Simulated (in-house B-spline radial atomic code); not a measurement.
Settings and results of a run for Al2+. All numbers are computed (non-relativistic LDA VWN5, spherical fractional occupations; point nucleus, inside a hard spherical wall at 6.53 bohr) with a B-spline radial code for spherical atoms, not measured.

Command:
```bash
python run_scf.py task.json out
```
Settings:
```
Z                13
configuration    [Ne] 3p1
hamiltonian      nr
method           lda,vwn
spin_polarised   False
wall_radius      6.53
```

Output (hartree, bohr):
```
 radial grid: 40 intervals, B-splines of order 8, outer radius 6.53 bohr

 iter        energy (Eh)    residual
    1        -238.896034    2.08e-01
    2        -239.693203    1.69e-01
    3        -240.127592    3.51e-02
    4        -240.148307    6.56e-03
    5        -240.148765    4.23e-03
    6        -240.149074    4.34e-05
    7        -240.149074    6.12e-06
    8        -240.149074    3.61e-08

 total energy                      -240.14907
 kinetic                             239.5593
 electron-nucleus                   -566.0181
 Hartree                             103.2538
 exchange-correlation                -16.9441

 orbital      occ     eigenvalue          <r>       <r^2>       <1/r>       r_max
 1s         2.000       -55.9833     0.120947   0.0196908     12.5344     0.07896
 2s         2.000        -4.7428     0.629018    0.474132     2.32621      0.4993
 2p         6.000        -3.3715     0.601354    0.458899     2.21374      0.4274
 3p         1.000        -0.6589      2.48838     7.08634    0.536096       2.173
```

Time taken, with all properties: 0.03 s on 1 thread of Arm Neoverse N1, with other jobs on the host.
